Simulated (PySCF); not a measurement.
C3H4O3, SMILES C1(=O)OCCO1 (connectivity only; charge and spin as stated), charge +1, multiplicity 2. Atoms are numbered in the order given.

```xyz
10

O     -2.0251    -0.1598     0.0000
C     -0.8324     0.0602     0.0000
O     -0.0763     0.1668    -1.1141
C      1.2823    -0.0922    -0.7633
C      1.2823    -0.0922     0.7633
O     -0.0763     0.1668     1.1141
H      1.8892     0.7215    -1.2388
H      1.6249    -1.0437    -1.2384
H      1.6249    -1.0437     1.2384
H      1.8892     0.7215     1.2388
```
Charge +1, spin multiplicity 2.

Geometry optimised at PBE-D3(BJ)/def2-SVP. The spin state was assumed, not searched. Other conformers were not sampled.

Calculation: PBE-D3(BJ)/def2-SVP run with PySCF.

No scaling factor is applied to the harmonic values.

Computed harmonic wavenumbers and intensities:
```json
[
 {"mode": "1", "ν (cm⁻¹)": "135", "IR (km/mol)": "2.4", "moving atoms (share of kinetic energy)": "H 49 %, O 30 %, C 21 %"},
 {"mode": "2", "ν (cm⁻¹)": "208", "IR (km/mol)": "8.6", "moving atoms (share of kinetic energy)": "O 71 %, H 16 %, C 14 %"},
 {"mode": "3", "ν (cm⁻¹)": "431", "IR (km/mol)": "9.3", "moving atoms (share of kinetic energy)": "O 68 %, C 25 %"},
 {"mode": "4", "ν (cm⁻¹)": "616", "IR (km/mol)": "94.1", "moving atoms (share of kinetic energy)": "O 55 %, C 42 %"},
 {"mode": "5", "ν (cm⁻¹)": "724", "IR (km/mol)": "8.4", "moving atoms (share of kinetic energy)": "H 80 %, C 15 %"},
 {"mode": "6", "ν (cm⁻¹)": "746", "IR (km/mol)": "20.0", "moving atoms (share of kinetic energy)": "C 73 %, O 24 %"},
 {"mode": "7", "ν (cm⁻¹)": "751", "IR (km/mol)": "16.5", "moving atoms (share of kinetic energy)": "C 46 %, O 44 %, H 10 %"},
 {"mode": "8", "ν (cm⁻¹)": "780", "IR (km/mol)": "128.7", "moving atoms (share of kinetic energy)": "O 49 %, C 40 %, H 10 %"},
 {"mode": "9", "ν (cm⁻¹)": "885", "IR (km/mol)": "11.7", "moving atoms (share of kinetic energy)": "C 48 %, O 33 %, H 19 %"},
 {"mode": "10", "ν (cm⁻¹)": "897", "IR (km/mol)": "1.5", "moving atoms (share of kinetic energy)": "O 69 %, C 28 %"},
 {"mode": "11", "ν (cm⁻¹)": "991", "IR (km/mol)": "24.4", "moving atoms (share of kinetic energy)": "C 50 %, H 30 %, O 20 %"},
 {"mode": "12", "ν (cm⁻¹)": "1003", "IR (km/mol)": "5.5", "moving atoms (share of kinetic energy)": "C 50 %, H 40 %, O 10 %"},
 {"mode": "13", "ν (cm⁻¹)": "1012", "IR (km/mol)": "4.4", "moving atoms (share of kinetic energy)": "H 42 %, C 38 %, O 20 %"},
 {"mode": "14", "ν (cm⁻¹)": "1079", "IR (km/mol)": "40.2", "moving atoms (share of kinetic energy)": "H 73 %, C 20 %"},
 {"mode": "15", "ν (cm⁻¹)": "1137", "IR (km/mol)": "1.1", "moving atoms (share of kinetic energy)": "H 89 %"},
 {"mode": "16", "ν (cm⁻¹)": "1230", "IR (km/mol)": "90.1", "moving atoms (share of kinetic energy)": "H 68 %, C 30 %"},
 {"mode": "17", "ν (cm⁻¹)": "1292", "IR (km/mol)": "9.2", "moving atoms (share of kinetic energy)": "H 62 %, C 32 %"},
 {"mode": "18", "ν (cm⁻¹)": "1324", "IR (km/mol)": "272.4", "moving atoms (share of kinetic energy)": "H 83 %, C 10 %"},
 {"mode": "19", "ν (cm⁻¹)": "1327", "IR (km/mol)": "60.2", "moving atoms (share of kinetic energy)": "H 88 %"},
 {"mode": "20", "ν (cm⁻¹)": "1546", "IR (km/mol)": "105.9", "moving atoms (share of kinetic energy)": "C 53 %, O 42 %"},
 {"mode": "21", "ν (cm⁻¹)": "2898", "IR (km/mol)": "136.8", "moving atoms (share of kinetic energy)": "H 94 %"},
 {"mode": "22", "ν (cm⁻¹)": "2908", "IR (km/mol)": "300.6", "moving atoms (share of kinetic energy)": "H 94 %"},
 {"mode": "23", "ν (cm⁻¹)": "2956", "IR (km/mol)": "14.0", "moving atoms (share of kinetic energy)": "H 91 %, C 9 %"},
 {"mode": "24", "ν (cm⁻¹)": "2957", "IR (km/mol)": "82.5", "moving atoms (share of kinetic energy)": "H 91 %, C 9 %"}
]
```
